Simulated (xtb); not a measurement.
benzoquinone (C6H4O2), singlet, geometry from GFN2-xTB; GFN2-xTB (xtb).

Input for xtb:
```
$ xtb mol.xyz --gfn 2 --json

# file mol.xyz
12

O      2.61718484     0.51914830    -0.01082416
C      1.42622774     0.28290845    -0.00589860
C      0.41173671     1.35470827     0.04155026
C     -0.89730690     1.09504462     0.04696421
C     -1.42622774    -0.28290845     0.00589860
O     -2.61718484    -0.51914830     0.01082416
C     -0.41173671    -1.35470827    -0.04155026
C      0.89730690    -1.09504462    -0.04696421
H      0.79604929     2.36494929     0.07169503
H     -1.63787548     1.88215271     0.08176126
H     -0.79604929    -2.36494929    -0.07169503
H      1.63787548    -1.88215271    -0.08176126
```

It wrote (shortened):

```
   ID    Z sym.   atoms
    1    8 O      1, 6
    2    6 C      2-5, 7, 8
    3    1 H      9-12

           -------------------------------------------------
          |                Calculation Setup                |
           -------------------------------------------------

           -------------------------------------------------
          |                 G F N 2 - x T B                 |
           -------------------------------------------------

          ...................................................
          :                      SETUP                      :
          :.................................................:
          :  # basis functions                  36          :
          :  # atomic orbitals                  36          :
          :  # shells                           20          :
          :  # electrons                        40          :
          :  max. iterations                   250          :
          :  Hamiltonian                  GFN2-xTB          :
          :  restarted?                      false          :
          :  GBSA solvation                  false          :
          :  PC potential                    false          :
          :  electronic temp.          300.0000000     K    :
          :  accuracy                    1.0000000          :
          :  -> integral cutoff          0.2500000E+02      :
          :  -> integral neglect         0.1000000E-07      :
          :  -> SCF convergence          0.1000000E-05 Eh   :
          :  -> wf. convergence          0.1000000E-03 e    :
          :  Broyden damping             0.4000000          :
          :  net charge                          0          :
          :  unpaired electrons                  0          :
          ...................................................

 iter      E             dE          RMSdq      gap      omega  full diag
   1    -23.2153314 -0.232153E+02  0.637E+00    1.65       0.0  T
   2    -23.2467705 -0.314392E-01  0.338E+00    1.35       1.0  T
   3    -23.2430197  0.375086E-02  0.200E+00    1.50       1.0  T
   4    -23.2554816 -0.124620E-01  0.120E-01    1.39       1.0  T
   5    -23.2555123 -0.306116E-04  0.618E-02    1.40       1.0  T
   6    -23.2555215 -0.925246E-05  0.206E-02    1.40       1.4  T
   7    -23.2555213  0.201068E-06  0.784E-03    1.40       3.7  T
   8    -23.2555219 -0.617091E-06  0.139E-03    1.40      20.8  T
   9    -23.2555219  0.566313E-09  0.609E-04    1.40      47.4  T
  10    -23.2555219 -0.355424E-08  0.362E-05    1.40     796.5  T

   *** convergence criteria satisfied after 10 iterations ***

         :::::::::::::::::::::::::::::::::::::::::::::::::::::
         ::                     SUMMARY                     ::
         :::::::::::::::::::::::::::::::::::::::::::::::::::::
         :: total energy             -22.941090569015 Eh    ::
         :: gradient norm              0.000048262190 Eh/a0 ::
         :: HOMO-LUMO gap              1.402062844729 eV    ::
         ::.................................................::
         :: SCC energy               -23.255510930849 Eh    ::
         :: -> isotropic ES            0.044436528182 Eh    ::
         :: -> anisotropic ES         -0.000245611921 Eh    ::
         :: -> anisotropic XC          0.007570747793 Eh    ::
         :: -> dispersion             -0.008929273941 Eh    ::
         :: repulsion energy           0.314420361834 Eh    ::
         :: add. restraining           0.000000000000 Eh    ::
         :: total charge               0.000000000000 e     ::
         :::::::::::::::::::::::::::::::::::::::::::::::::::::

           -------------------------------------------------
          |                Property Printout                |
           -------------------------------------------------

    * Orbital Energies and Occupations

         #    Occupation            Energy/Eh            Energy/eV
[...]
        22                         -0.2627834              -7.1507
        23                         -0.2399223              -6.5286
        24                         -0.1394218              -3.7939
        25                          0.0537733               1.4632
        26                          0.0726569               1.9771
        27                          0.0936627               2.5487
        28                          0.1197066               3.2574
        29                          0.1455929               3.9618
        30                          0.2829275               7.6988
        31                          0.3412658               9.2863
       ...                                ...                  ...
        36                          0.7325033              19.9324
      -------------------------------------------------------------
                  HL-Gap            0.0515249 Eh            1.4021 eV
             Fermi-level           -0.3894103 Eh          -10.5964 eV

     #   Z          covCN         q      C6AA      α(0)
     1   8 O        0.858    -0.324    20.211     6.028
     2   6 C        2.826     0.239    23.006     7.860
     3   6 C        2.897    -0.038    28.948     8.822
     4   6 C        2.897    -0.038    28.948     8.822
     5   6 C        2.826     0.239    23.006     7.860
     6   8 O        0.858    -0.324    20.211     6.028
     7   6 C        2.897    -0.038    28.948     8.822
     8   6 C        2.897    -0.038    28.948     8.822
     9   1 H        0.925     0.080     1.976     2.198
    10   1 H        0.925     0.080     1.976     2.198
    11   1 H        0.925     0.080     1.976     2.198
    12   1 H        0.925     0.080     1.976     2.198

 Mol. C6AA /au·bohr⁶  :       2080.239283
 Mol. C8AA /au·bohr⁸  :      51408.646721
 Mol. α(0) /au        :         71.853251

Wiberg/Mayer (AO) data.
largest (>0.10) Wiberg bond orders for each atom

 ---------------------------------------------------------------------------
     #   Z sym  total        # sym  WBO       # sym  WBO       # sym  WBO
 ---------------------------------------------------------------------------
     1   8 O    2.038 --     2 C    1.795
     2   6 C    3.937 --     1 O    1.795     8 C    1.035     3 C    1.035
     3   6 C    3.983 --     4 C    1.828     2 C    1.035     9 H    0.961
     4   6 C    3.983 --     3 C    1.828     5 C    1.035    10 H    0.961
     5   6 C    3.937 --     6 O    1.795     4 C    1.035     7 C    1.035
     6   8 O    2.038 --     5 C    1.795
     7   6 C    3.983 --     8 C    1.828     5 C    1.035    11 H    0.961
     8   6 C    3.983 --     7 C    1.828     2 C    1.035    12 H    0.961
     9   1 H    0.994 --     3 C    0.961
    10   1 H    0.994 --     4 C    0.961
    11   1 H    0.994 --     7 C    0.961
    12   1 H    0.994 --     8 C    0.961
 ---------------------------------------------------------------------------

Topologies differ in total number of bonds
Writing topology from bond orders to xtbtopo.mol

molecular dipole:
                 x           y           z       tot (Debye)
 q only:        0.000       0.000      -0.000
   full:        0.000       0.000      -0.000       0.000
molecular quadrupole (traceless):
                xx          xy          yy          xz          yz          zz
 q only:      -12.680      -4.533       9.280       0.021       0.249       3.400
  q+dip:      -14.721      -5.595      12.382      -0.005       0.403       2.339
   full:      -16.791      -5.675      10.696       0.056       0.218       6.096

           -------------------------------------------------
          | TOTAL ENERGY              -22.941090569015 Eh   |
          | GRADIENT NORM               0.000048262190 Eh/α |
          | HOMO-LUMO GAP               1.402062844729 eV   |
           -------------------------------------------------

normal termination of xtb
```
